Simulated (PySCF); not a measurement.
Members of one series of related molecules.

All values: PBE0/def2-SVPD (PySCF) at PBE0-D3(BJ)/def2-SVP geometries, gas phase, one conformer each. Core orbitals are frozen in the response; Δα² is half the sum of the squared differences of the principal polarisabilities.

**Question.** Rank by HOMO–LUMO gap, highest first.
A. `OB(O)[SiH3]`
B. `N[SiH2]B(O)O`
C. `OB(O)[SiH2]C1=CC=CC=N1`
D. `C[SiH2]B(O)O`
E. `OB(O)[SiH2]Cl`

**Answer.** A (7.98 eV), D (7.68 eV), E (7.37 eV), B (6.88 eV), C (6.14 eV).

**Question.** Rank by HOMO energy, lowest first.
A. `OB(O)[SiH2]Cl`
B. `N[SiH2]B(O)O`
C. `OB(O)[SiH2]C1=CC=CC=N1`
D. `B(O)(O)[SiH3]`

**Answer.** D (-8.42 eV), A (-8.17 eV), B (-7.30 eV), C (-7.08 eV).

**Question.** Rank by dipole moment, lowest first.
A. `[NH2:1][SiH2:2][B:3]([OH:4])[OH:5]` with H–N1–Si2–B3 -53° and 173°, N1–Si2–B3–O4 99°, Si2–B3–O4–H -178°, Si2–B3–O5–H -1°
B. `[OH:1][B:2]([OH:3])[SiH2:4][c:5]1[cH:6][cH:7][cH:8][cH:9][n:10]1` with H–O1–B2–O3 3°, O1–B2–O3–H -1°, O1–B2–Si4–C5 41°, B2–Si4–C5–C6 -135°
C. `[OH:1][B:2]([OH:3])[SiH2:4][Cl:5]` with H–O1–B2–O3 2°, O1–B2–O3–H -1°, O1–B2–Si4–Cl5 59°
D. `[OH:1][B:2]([OH:3])[SiH3:4]` with H–O1–B2–O3 0°, O1–B2–O3–H 0°
E. `[CH3:1][SiH2:2][B:3]([OH:4])[OH:5]` with C1–Si2–B3–O4 -165°, Si2–B3–O4–H -178°, Si2–B3–O5–H 179°

**Answer.** A (1.06 D), B (2.39 D), E (2.98 D), D (3.30 D), C (4.23 D).

All values together:

| SMILES | change | formula | μ (D) | HOMO (eV) | LUMO (eV) | α (Å³) | Δα (Å³) | electrons | α per electron (Å³) | ΔSCF removal energy (eV) |
| --- | --- | --- | --- | --- | --- | --- | --- | --- | --- | --- |
| OB(O)[SiH3] | parent | BH5O2Si | 3.30 | -8.42 | -0.44 | 8.01 | 2.52 | 40 | 0.200 | 10.65 |
| N[SiH2]B(O)O | H on Si replaced by NH2 | BH6NO2Si | 1.06 | -7.30 | -0.43 | 8.85 | 1.60 | 48 | 0.184 | 9.44 |
| OB(O)[SiH2]c1ccccn1 | H on Si replaced by 2-pyridyl | C5H8BNO2Si | 2.39 | -7.08 | -0.94 | 16.99 | 7.97 | 80 | 0.212 | 8.86 |
| OB(O)[SiH2]Cl | H on Si replaced by Cl | BClH4O2Si | 4.23 | -8.17 | -0.80 | 9.58 | 2.45 | 56 | 0.171 | 10.26 |
| C[SiH2]B(O)O | H on Si replaced by CH3 | CH7BO2Si | 2.98 | -8.06 | -0.37 | 9.70 | 2.82 | 48 | 0.202 | 10.15 |

Conformers: `[OH:1][B:2]([OH:3])[SiH3:4]` with H–O1–B2–O3 0°, O1–B2–O3–H 0°; `[NH2:1][SiH2:2][B:3]([OH:4])[OH:5]` with H–N1–Si2–B3 -53° and 173°, N1–Si2–B3–O4 99°, Si2–B3–O4–H -178°, Si2–B3–O5–H -1°; `[OH:1][B:2]([OH:3])[SiH2:4][c:5]1[cH:6][cH:7][cH:8][cH:9][n:10]1` with H–O1–B2–O3 3°, O1–B2–O3–H -1°, O1–B2–Si4–C5 41°, B2–Si4–C5–C6 -135°; `[OH:1][B:2]([OH:3])[SiH2:4][Cl:5]` with H–O1–B2–O3 2°, O1–B2–O3–H -1°, O1–B2–Si4–Cl5 59°; `[CH3:1][SiH2:2][B:3]([OH:4])[OH:5]` with C1–Si2–B3–O4 -165°, Si2–B3–O4–H -178°, Si2–B3–O5–H 179°.

**Question.** Give the shifts from the parent, `OB(O)[SiH3]`.

**Answer.** 
```csv
SMILES,change in μ (D),change in HOMO (eV),change in LUMO (eV),change in mean α (Å³),change in ionisation energy (eV)
N[SiH2]B(O)O,-2.24,+1.12,+0.01,+0.84,-1.21
OB(O)[SiH2]c1ccccn1,-0.91,+1.34,-0.50,+8.98,-1.79
OB(O)[SiH2]Cl,+0.93,+0.25,-0.36,+1.57,-0.39
C[SiH2]B(O)O,-0.32,+0.36,+0.07,+1.69,-0.50
```

**Question.** By how much does the ΔSCF value exceed −ε(HOMO) over the species that have both?

**Answer.** By 1.79 to 2.23 eV, 2.07 eV on average, over 5 species.
